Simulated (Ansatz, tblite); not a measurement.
Cost and result up the ladder for the cluster Li4O2⁻ (the lowest doublet isomer of a short search) (6 atoms). Charge -1, multiplicity 2. Geometry: r2SCAN-D4/def2-TZVPD.

```xyz
6

Li   -2.8938    0.3714    1.0806
Li    0.2838    0.8736    0.4550
Li    2.9090   -0.4201   -1.0203
Li   -0.2920   -0.8479   -0.4873
O     1.3608   -0.1748   -0.5072
O    -1.3679    0.1978    0.4791
```

Ansatz on 4 threads of Arm Neoverse V2 on a shared host; xTB runs through tblite on one thread. Times are rough, summed over both states, and most runs start from the orbitals of an earlier one. B2PLYP/def2-TZVPD serves as the yardstick here, not as an exact answer. The other state is a quartet at its own geometry.

The xTB rows come from tblite. LC-ωPBE has ω = 0.4 bohr⁻¹. Correlated methods freeze 2 core orbitals; core or outer-core shells of Li are correlated, in sets that lack core-valence functions. HOMO above LUMO, or a gap near zero within one spin, warns that the state may not be the lowest or that an electron is smeared out. The structure comes from a short search, and lower isomers may exist.

Run but left out: HF/STO-3G (quartet: ⟨S²⟩ 4.19, where a pure state has 3.75); B97M-V/def2-TZVPD (doublet: an occupied level 0.01 eV above an empty one).

Correlated methods converge slowly with the basis.

xTB has no spin-polarisation term.

| level | functions | wall time |
| --- | --- | --- |
| GFN1-xTB | 24 | 0.004 s |
| GFN2-xTB | 24 | 0.006 s |
| PBE-D4/def2-TZVPD | 148 | 4.3 s |
| PBE0-D4/def2-TZVPD | 148 | 5.6 s |
| BHLYP-D4/def2-TZVPD | 148 | 8.1 s |
| r2SCAN-D4/def2-TZVPD (with forces) | 148 | 9.4 s |
| B2PLYP/def2-TZVPD | 148 | 10 s |
| LC-ωPBE/def2-TZVPD | 148 | 16 s |
| ωB97M-V/def2-TZVPD | 148 | 33 s |

Task: Estimate what each level gives for the quartet − doublet (eV).

Result: 
```json
{"level": "GFN1-xTB", "quartet − doublet (eV)": "3.46", "difference from B2PLYP/def2-TZVPD (eV)": "1.57", "remarks": "–"}
{"level": "GFN2-xTB", "quartet − doublet (eV)": "3.30", "difference from B2PLYP/def2-TZVPD (eV)": "1.41", "remarks": "–"}
{"level": "PBE-D4/def2-TZVPD", "quartet − doublet (eV)": "1.63", "difference from B2PLYP/def2-TZVPD (eV)": "-0.26", "remarks": "HOMO above zero (doublet), HOMO above zero (quartet), gap within one spin near zero (doublet)"}
{"level": "PBE0-D4/def2-TZVPD", "quartet − doublet (eV)": "1.57", "difference from B2PLYP/def2-TZVPD (eV)": "-0.32", "remarks": "HOMO above zero (doublet), HOMO above zero (quartet)"}
{"level": "BHLYP-D4/def2-TZVPD", "quartet − doublet (eV)": "1.60", "difference from B2PLYP/def2-TZVPD (eV)": "-0.29", "remarks": "HOMO above zero (doublet), HOMO above zero (quartet)"}
{"level": "r2SCAN-D4/def2-TZVPD (with forces)", "quartet − doublet (eV)": "1.56", "difference from B2PLYP/def2-TZVPD (eV)": "-0.33", "remarks": "HOMO above zero (doublet), HOMO above zero (quartet), gap within one spin near zero (doublet)"}
{"level": "B2PLYP/def2-TZVPD", "quartet − doublet (eV)": "1.89", "difference from B2PLYP/def2-TZVPD (eV)": "0.00", "remarks": "–"}
{"level": "LC-ωPBE/def2-TZVPD", "quartet − doublet (eV)": "1.72", "difference from B2PLYP/def2-TZVPD (eV)": "-0.17", "remarks": "–"}
{"level": "ωB97M-V/def2-TZVPD", "quartet − doublet (eV)": "1.95", "difference from B2PLYP/def2-TZVPD (eV)": "0.06", "remarks": "HOMO above zero (doublet)"}
```
